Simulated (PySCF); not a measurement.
C₈H₈S.
Atom-mapped SMILES: `[CH2:1]=[C:2]1[CH:3]=[C:4]([C:5]([CH3:6])=[S:7])[C:8]1=[CH2:9]` (hydrogens: H10, H11 on C1; H12 on C3; H13, H14, H15 on C6; H16, H17 on C9)

Structure used (GFN2-xTB), in Å, numbered top down from 1:
```xyz
17
C8H8S angstrom
C      2.7734   -1.0892   -0.1813
C      1.5400   -0.6055   -0.1037
C      0.2072   -1.1650    0.0915
C     -0.3968    0.0691    0.0299
C     -1.7393    0.5186    0.1282
C     -2.8016   -0.5076    0.3584
S     -2.1190    2.1134   -0.0024
C      0.9096    0.7475   -0.1772
C      1.3336    1.9844   -0.3531
H      3.6204   -0.4422   -0.3299
H      2.9712   -2.1450   -0.0975
H     -0.1487   -2.1692    0.2292
H     -3.7819   -0.0391    0.3834
H     -2.7787   -1.2560   -0.4340
H     -2.6259   -1.0204    1.3047
H      0.6503    2.8154   -0.3680
H      2.3795    2.2027   -0.4882
```

Level of theory: PBE0/def2-SVPD in PySCF (dipole) on a GFN2-xTB geometry, gas phase.

Take the most abundant isotopes and a rigid rotor. The values belong to one conformer with, in the numbering `[CH2:1]=[C:2]1[CH:3]=[C:4]([C:5]([CH3:6])=[S:7])[C:8]1=[CH2:9]`, C3–C4–C5–C6 0°.

Question: What are A, B and C (MHz)?

Answer: Ia = 187.17, Ib = 524.01, Ic = 708.05 u·Å²; 505379 MHz·u·Å²/I gives A = 2700, B = 964.4, C = 713.8 MHz.

Question: What kind of rotor is it?

Answer: An asymmetric top. Ray's parameter κ = (2B − A − C)/(A − C) = -0.748; −1 is the prolate and +1 the oblate limit.

Question: What does the inertial defect say?

Answer: Not planar: Δ = Ic − Ia − Ib = -3.13 u·Å². For a rigid frame Δ = −2 Σ m c², so Σ m c² = 1.57 u·Å² lies off the ab plane, practically all of it from hydrogen. The atom farthest from that plane is 0.91 Å away.

Question: Give the other two planar moments, Paa and Pbb, and the rms extents of the mass along the axes.

Answer: Paa = Σ m a² = (Ib + Ic − Ia)/2 = 522.45 and Pbb = Σ m b² = (Ia + Ic − Ib)/2 = 185.60 u·Å². With the mass M = 136.03 u, the rms extents √(P/M) along a, b and c are 1.96, 1.17, 0.11 Å.

Question: Where do the levels up to J = 4 lie, in MHz?

Answer: Above 0(0,0):
J = 1: 1(0,1) 1678, 1(1,1) 3414, 1(1,0) 3665
J = 2: 2(0,2) 5009, 2(1,2) 6520, 2(1,1) 7272, 2(2,1) 12479, 2(2,0) 12504
J = 3: 3(0,3) 9945, 3(1,3) 11163, 3(1,2) 12666, 3(2,2) 17513, 3(2,1) 17638, 3(3,1) 26834, 3(3,0) 26835
J = 4: 4(0,4) 16419, 4(1,4) 17329, 4(1,3) 19824, 4(2,3) 24207, 4(2,2) 24569, 4(3,2) 33593, 4(3,1) 33604, 4(4,1) 46578, 4(4,0) 46579
The levels of one J sum to (2J + 1)J(J + 1)(A + B + C)/3.

Question: Which types of transition are allowed, and where do some lines up to J = 3 fall?

Answer: The dipole components are |μa| = 2.14 D, |μb| = 2.47 D, |μc| = 0.01 D. The squared components, which scale the intensities, stand as 0.75 : 1.00 : 0.00 (a : b : c). Some of the stronger lines:

| type | branch | J(Ka,Kc) | MHz | lower level (cm⁻¹) |
| --- | --- | --- | --- | --- |
| a | Q | 3(1,2) ← 3(1,3) | 1502 | 0.372 |
| b | R | 2(0,2) ← 1(1,1) | 1595 | 0.114 |
| b | Q | 1(1,0) ← 1(0,1) | 1986 | 0.056 |
| b | Q | 2(1,1) ← 2(0,2) | 2262 | 0.167 |
| b | Q | 3(1,2) ← 3(0,3) | 2721 | 0.332 |
| a | R | 2(1,2) ← 1(1,1) | 3106 | 0.114 |
| b | R | 1(1,1) ← 0(0,0) | 3414 | 0.000 |
| a | R | 2(1,1) ← 1(1,0) | 3607 | 0.122 |
| a | R | 3(1,3) ← 2(1,2) | 4644 | 0.217 |
| b | R | 2(1,2) ← 1(0,1) | 4841 | 0.056 |
| a | R | 3(0,3) ← 2(0,2) | 4935 | 0.167 |
| b | Q | 3(2,1) ← 3(1,2) | 4972 | 0.422 |
| a | R | 3(2,2) ← 2(2,1) | 5035 | 0.416 |
| b | Q | 2(2,0) ← 2(1,1) | 5232 | 0.243 |
| a | R | 3(1,2) ← 2(1,1) | 5394 | 0.243 |
| b | Q | 2(2,1) ← 2(1,2) | 5959 | 0.217 |
| b | R | 3(1,3) ← 2(0,2) | 6154 | 0.167 |
| b | Q | 3(2,2) ← 3(1,3) | 6350 | 0.372 |
| b | R | 2(2,1) ← 1(1,0) | 8814 | 0.122 |
| b | Q | 3(3,1) ← 3(2,2) | 9320 | 0.584 |
| b | R | 3(2,2) ← 2(1,1) | 10242 | 0.243 |
| b | R | 3(2,1) ← 2(1,2) | 11118 | 0.217 |
| b | R | 3(3,1) ← 2(2,0) | 14330 | 0.417 |

No frequency check. These are rigid-rotor constants of the computed structure; measured ground-state constants (B0) also hold zero-point vibration. A rigid rotor knows nothing of internal rotation, which can split or shift real lines.
